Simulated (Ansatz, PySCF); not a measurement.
SiHFBr2, SMILES F[SiH](Br)Br. Atoms are numbered in the order given.

```xyz
5

Si     0.4411    -0.7229     0.0000
F     -0.4401    -2.0783     0.0000
Br    -0.0583     0.4273    -1.8122
Br    -0.0583     0.4273     1.8122
H      1.8671    -1.0838     0.0000
```

Geometry: TPSSh-D3(BJ)/def2-SVP. This is a generated structure with no PubChem entry under its InChIKey; it may be hypothetical.

Vertical ionisation energy (IE) and electron affinity (EA) in eV. Rows of orbital energies are one-electron estimates. Where ΔSCF, EOM or ADC give a negative EA the extra electron is unbound and the value depends on the basis.

```
level                                                                   IE     EA
-------------------------------------------------------------------  -----  -----
−ε(HOMO), −ε(LUMO), M06-2X/def2-TZVP (PySCF)                         10.05  -0.22
−ε(HOMO), −ε(LUMO), PBE/def2-TZVP (PySCF)                             7.56   1.57
ΔSCF, PBE0/def2-SVPD (Ansatz), final states of multiplicity 2 and 2  11.02  -0.62
ΔSCF, PBE/def2-SVPD (Ansatz), final states of multiplicity 2 and 2   10.63  -0.45
```

**Question.** What vertical singlet–triplet gap does ΔSCF give with PBE0/def2-SVPD (Ansatz, a quantum-chemistry and plane-wave program) and with PBE/def2-SVPD (Ansatz)? (The exact figures need the calculation; the answer reports its results.)

**Answer.** 6.25 and 5.83 eV (triplet above singlet where positive).
